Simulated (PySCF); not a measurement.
A calculated (B2PLYP, PySCF 2.14, dyall-av3z, the non-relativistic Hamiltonian (point nucleus)) atom or ion has these occupied shells.

```csv
shell,electrons,orbital energy (eV),"rms radius, mean of both spins (bohr)"
1s α,1,-2466.6,0.113
1s β,1,-2465.9,0.113
2s α,1,-240.62,0.521
2s β,1,-239.98,0.521
2p α,3,-182.16,0.493
2p β,3,-181.03,0.493
3s α,1,-33.826,1.78
3s β,1,-27.787,1.78
3p α,3,-20.804,2.03
```

Question: Name the element and its charge.

Answer: S⁺ (sulfur, charge +1), in [Ne] 3s2 3p3, high-spin 4S determinant.
